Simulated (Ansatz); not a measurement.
Input for Ansatz (a program for electronic structure): R-B3LYP-D3(BJ)/def2-TZVP on HISe (SMILES [SeH]I). Elements past Kr take the def2 small-core potentials; no spin–orbit coupling.

Ansatz 0.2 input:
```yaml
crystal:
  periodic: [false, false, false]
  atoms:
    - {symbol: Se, position_ang: [-0.17986310, -0.23783763, 0.85867586]}
    - {symbol: H, position_ang: [-1.14361776, -0.70474012, -0.18314940]}
    - {symbol: I, position_ang: [1.29860431, 0.97810646, -0.72826620]}
basis:
  gaussian:
    orbitals: def2-TZVP
hamiltonian:
  xc: b3lyp
  dispersion: d3bj
relax: {f_tol: 0.003, max_steps: 120}
```

Q: What total energy does the run end on?

A: -2700.0119 hartree.

Q: How many basis functions does it have, and what does it roughly cost on one machine?

A: 104 functions; roughly 17 core-seconds.
